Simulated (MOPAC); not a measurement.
Job for MOPAC: PM3 on CH6OSi (SMILES C[SiH2]O), a point of a torsion scan.

```
PM3 1SCF PRECISE CHARGE=0 THREADS=1
CH6OSi

C     -1.21935961 1     0.29129705 1     0.05163476 1
Si     0.51631207 1    -0.44942112 1    -0.15491097 1
O      1.67356536 1     0.65031612 1     0.17027735 1
H     -1.98451841 1    -0.40458984 1    -0.27745345 1
H     -1.32866858 1     1.19959252 1    -0.53505450 1
H     -1.43567860 1     0.54461796 1     1.08702251 1
H      0.65834419 1    -1.61077846 1     0.73040808 1
H      0.79839504 1    -0.76298933 1    -1.54983955 1
H      1.93533924 1     0.87267021 1     1.05862366 1
```

The log:

```
*******************************************************************************
 **                                                                           **
 **                              MOPAC v23.2.5                                **
 **                                                                           **
 *******************************************************************************
 ** MOPAC's Digital Object Identifier: https://doi.org/10.5281/zenodo.6511958 **
 **                                                                           **
 ** Please cite the open-source release paper for use of this MOPAC version:  **
 ** J. E. Moussa and J. J. P. Stewart (2026)                                  **
 ** MOPAC: An open-source semiempirical molecular orbital program             **
 ** J. Open Source Softw., 11(119), 8025, https://doi.org/10.21105/joss.08025 **
 *******************************************************************************

                              PM3 CALCULATION RESULTS

 *******************************************************************************
 *  PM3        - The PM3 Hamiltonian to be used
 *
 *
 *
 *                 CHARGE ON SYSTEM = 0
 *
 *
 *
 *  PRECISE    - TIGHTER CRITERIA TO BE USED
 *  1SCF       - DO 1 SCF AND THEN STOP
 *  THREADS=1  - MULTI-THREADING NOT USED
 *  T=         - A TIME OF 172800.0 SECONDS REQUESTED
 *  DUMP=N     - RESTART FILE WRITTEN EVERY 7200.0 SECONDS REQUESTED
 *******************************************************************************
PM3 1SCF PRECISE CHARGE=0 THREADS=1
 CH6OSi

   ATOM   CHEMICAL          X               Y               Z
  NUMBER   SYMBOL      (ANGSTROMS)     (ANGSTROMS)     (ANGSTROMS)

     1       C         -1.21935961  *   0.29129705  *   0.05163476  *
     2      Si          0.51631207  *  -0.44942112  *  -0.15491097  *
     3       O          1.67356536  *   0.65031612  *   0.17027735  *
     4       H         -1.98451841  *  -0.40458984  *  -0.27745345  *
     5       H         -1.32866858  *   1.19959252  *  -0.53505450  *
     6       H         -1.43567860  *   0.54461796  *   1.08702251  *
     7       H          0.65834419  *  -1.61077846  *   0.73040808  *
     8       H          0.79839504  *  -0.76298933  *  -1.54983955  *
     9       H          1.93533924  *   0.87267021  *   1.05862366  *



          CARTESIAN COORDINATES

    NO.       ATOM           X           Y           Z

     1         C         -1.2194      0.2913      0.0516
     2        Si          0.5163     -0.4494     -0.1549
     3         O          1.6736      0.6503      0.1703
     4         H         -1.9845     -0.4046     -0.2775
     5         H         -1.3287      1.1996     -0.5351
     6         H         -1.4357      0.5446      1.0870
     7         H          0.6583     -1.6108      0.7304
     8         H          0.7984     -0.7630     -1.5498
     9         H          1.9353      0.8727      1.0586

  H: (PM3): J. J. P. STEWART, J. COMP. CHEM. 10, 209 (1989).
  C: (PM3): J. J. P. STEWART, J. COMP. CHEM. 10, 209 (1989).
  O: (PM3): J. J. P. STEWART, J. COMP. CHEM. 10, 209 (1989).
 Si: (PM3): J. J. P. STEWART, J. COMP. CHEM. 10, 209 (1989).

           Empirical Formula: C H6 O Si  =     9 atoms



      MOLECULAR POINT GROUP   :   C1


      RHF CALCULATION, NO. OF DOUBLY OCCUPIED LEVELS = 10


 -------------------------------------------------------------------------------
 PM3 1SCF PRECISE CHARGE=0 THREADS=1
 CH6OSi



     1SCF WAS SPECIFIED, SO BFGS WAS NOT USED
     SCF FIELD WAS ACHIEVED


                              PM3 CALCULATION
                                                       MOPAC v23.2.5 Linux




          FINAL HEAT OF FORMATION =        -76.81559 KCAL/MOL =    -321.39643 KJ/MOL


          COSMO AREA              =        103.16 SQUARE ANGSTROMS
          COSMO VOLUME            =         89.97 CUBIC ANGSTROMS

          IONIZATION POTENTIAL    =         10.042277 EV
          HOMO LUMO ENERGIES (EV) =        -10.042  0.981
          NO. OF FILLED LEVELS    =         10
          MOLECULAR WEIGHT        =         62.1433         POINT GROUP:  C1

          MOLECULAR DIMENSIONS (Angstroms)

            Atom       Atom       Distance
            H     9    H     4     4.33380
            H     6    H     8     3.60245
            H     5    H     7     3.25097


          SCF CALCULATIONS        =          1





   ATOM   CHEMICAL          X               Y               Z
  NUMBER   SYMBOL      (ANGSTROMS)     (ANGSTROMS)     (ANGSTROMS)

     1       C         -1.21935961  *   0.29129705  *   0.05163476  *
     2      Si          0.51631207  *  -0.44942112  *  -0.15491097  *
     3       O          1.67356536  *   0.65031612  *   0.17027735  *
     4       H         -1.98451841  *  -0.40458984  *  -0.27745345  *
     5       H         -1.32866858  *   1.19959252  *  -0.53505450  *
     6       H         -1.43567860  *   0.54461796  *   1.08702251  *
     7       H          0.65834419  *  -1.61077846  *   0.73040808  *
     8       H          0.79839504  *  -0.76298933  *  -1.54983955  *
     9       H          1.93533924  *   0.87267021  *   1.05862366  *

                             CARTESIAN COORDINATES

   1    C       -1.219359610     0.291297050     0.051634760
   2   Si        0.516312070    -0.449421120    -0.154910970
   3    O        1.673565360     0.650316120     0.170277350
   4    H       -1.984518410    -0.404589840    -0.277453450
   5    H       -1.328668580     1.199592520    -0.535054500
   6    H       -1.435678600     0.544617960     1.087022510
   7    H        0.658344190    -1.610778460     0.730408080
   8    H        0.798395040    -0.762989330    -1.549839550
   9    H        1.935339240     0.872670210     1.058623660


           Empirical Formula: C H6 O Si  =     9 atoms



      MOLECULAR POINT GROUP   :   C1


                  EIGENVALUES
 -35.78826 -28.78112 -17.24805 -15.12354 -14.06800 -13.43936 -12.73629 -12.02326
 -10.41695 -10.04228   0.98058   1.79140   2.10709   2.50564   4.73144   4.78943
   4.84538   5.64186


              NET ATOMIC CHARGES AND DIPOLE CONTRIBUTIONS

  ATOM NO.   TYPE          CHARGE      No. of ELECS.   s-Pop       p-Pop
    1          C          -0.286565        4.2866     1.16022     3.12635
    2         Si           0.695055        3.3049     0.94134     2.36360
    3          O          -0.498776        6.4988     1.73910     4.75968
    4          H           0.049205        0.9508     0.95079
    5          H           0.053362        0.9466     0.94664
    6          H           0.045686        0.9543     0.95431
    7          H          -0.147284        1.1473     1.14728
    8          H          -0.108751        1.1088     1.10875
    9          H           0.198068        0.8019     0.80193
 DIPOLE           X         Y         Z       TOTAL
 POINT-CHG.    -0.774    -0.760     0.340     1.136
 HYBRID         0.000     0.357     0.732     0.814
 SUM           -0.773    -0.403     1.071     1.381


          ATOMIC ORBITAL ELECTRON POPULATIONS

     Atom    s        px        py        pz
    1  C   1.16022   1.06971   1.03286   1.02377
    2 Si   0.94134   0.73231   0.75793   0.87337
    3  O   1.73910   1.67766   1.71448   1.36753
    4  H   0.95079
    5  H   0.94664
    6  H   0.95431
    7  H   1.14728
    8  H   1.10875
    9  H   0.80193

 **********************
 *                    *
 * JOB ENDED NORMALLY *
 *                    *
 **********************




 == MOPAC DONE ==
```

The run finished.

Cost: about 0.03 core-seconds (a rough figure).
